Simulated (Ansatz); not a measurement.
System: tribromosilane, sum formula SiHBr₃, charge 0, multiplicity 1. 
Geometry from a B3LYP-D3(BJ)/def2-TZVP (Ansatz, a quantum-chemistry and plane-wave program) optimisation:
```
Si
H 1 1.4660
Br 1 2.2131 2 108.94
Br 1 2.2131 2 108.94 3 -120.00
Br 1 2.2131 2 108.94 3 120.00
```
Charge 0, spin multiplicity 1.

Basis-set convergence of Hartree-Fock and CCSD correlation energies (hartree) with Ansatz. Valence correlation only, unless marked. No spin-orbit coupling. Frozen are the shells of the preceding noble gas and the d and f shells that filled before the atom's block. Non-relativistic.

```csv
basis,functions,E(HF),"E(corr, CCSD)"
def2-SVP,119,-8005.86908,-0.48723
def2-TZVPP,200,-8006.92460,-0.64375
def2-QZVPP,367,-8007.08164,-0.70373
```

Extrapolating the two largest sets (X = 3 and 4) as X^-3: E(corr) = (64·(-0.70373) - 27·(-0.64375))/37 = -0.7475 Eh, an estimate of the basis-set limit. The largest set recovers 94.1 % of it, the smallest 65.2 %.
